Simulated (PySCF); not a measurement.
## Löwdin shares of the frontier orbitals

C6H13N.
SMILES with atom numbers: `[CH3:1]/[CH:2]=[CH:3]\[CH2:4][CH2:5][NH:6][CH3:7]` (hydrogens: H8, H9, H10 on C1; H11 on C2; H12 on C3; H13, H14 on C4; H15, H16 on C5; H17 on N6; H18, H19, H20 on C7)

Geometry (GFN2-xTB, Å), atoms numbered from 1 in this order:
```
atom  x, y, z in Å
C1    -2.0832   -1.2484    0.3549
C2    -2.0244   -0.0007   -0.4744
C3    -1.1670    0.9958   -0.3088
C4    -0.0736    1.0657    0.7088
C5     1.2979    1.2652    0.0284
N6     1.7220    0.1995   -0.8540
C7     2.0557   -1.0466   -0.1977
H8    -1.1802   -1.8459    0.2248
H9    -2.9347   -1.8588    0.0671
H10   -2.1745   -1.0080    1.4133
H11   -2.7596    0.0707   -1.2648
H12   -1.2197    1.8535   -0.9685
H13   -0.0529    0.1652    1.3217
H14   -0.2474    1.9214    1.3678
H15    2.0680    1.3867    0.7957
H16    1.2658    2.1820   -0.5691
H17    1.0059    0.0384   -1.5568
H18    1.2097   -1.5427    0.2997
H19    2.8245   -0.8518    0.5505
H20    2.4627   -1.7307   -0.9415
```

Computed with TDDFT CAM-B3LYP/def2-SVPD, vertical, gas phase, core orbitals frozen in the response in PySCF 2.14.0, density-fitted response routines.

Frontier orbitals with the atoms that hold most of them (Löwdin shares over 4%, at most four atoms; ? is withheld):

| orbital | ε (eV) | atoms |
| --- | --- | --- |
| LUMO+2 | 1.90 | H12 16%, H11 13%, C3 11%, C2 11% |
| LUMO+1 | 1.51 | C2 24%, C3 17%, C1 17%, H10 8% |
| LUMO | 1.28 | ? |
| HOMO | -7.65 | N6 56%, C7 10%, C5 8%, C4 8% |
| HOMO-1 | -8.46 | ? |
| HOMO-2 | -10.59 | C4 17%, C3 17%, C2 13%, C1 10% |
| HOMO-3 | -11.23 | C5 20%, C4 18%, N6 11%, C7 9% |

Task: Which atoms hold the HOMO-1, and with what shares?

Result: C3 (bonded to 2 C and H) 34%; C2 (bonded to 2 C and H) 33%; C1 (bonded to C and 3 H) 8%; C4 (bonded to 2 C and 2 H) 5%.

Task: Which atoms hold the LUMO, and with what shares?

Result: C2 (bonded to 2 C and H) 13%; C1 (bonded to C and 3 H) 11%; C7 (bonded to N and 3 H) 11%; C3 (bonded to 2 C and H) 9%.

Task: The HOMO–LUMO gap is 8.93 eV. Where does the response calculation put the lowest singlet, and from which orbitals?

Result: S1 is at 5.99 eV (f = 0.0059), 2.94 eV below the gap, made of HOMO→LUMO (81%). 

Task: Give energy, strength and leading configuration of S1 and S2, and follow the Löwdin shares of the leading atoms from the occupied to the empty orbital.

Result: 
- S1 (5.99 eV, f 0.0059), HOMO→LUMO (81%): N6 56% → at most 10%, C7 10% → 11%, C2 at most 8% → 13%, C1 at most 8% → 11%
- S2 (6.52 eV, f 0.038), HOMO→LUMO+1 (80%): N6 56% → at most 9%, C7 10% → at most 9%, C2 at most 8% → 24%, C3 at most 8% → 17%

Löwdin shares depend on the basis, the more so with diffuse functions.

One conformer stands for the species.
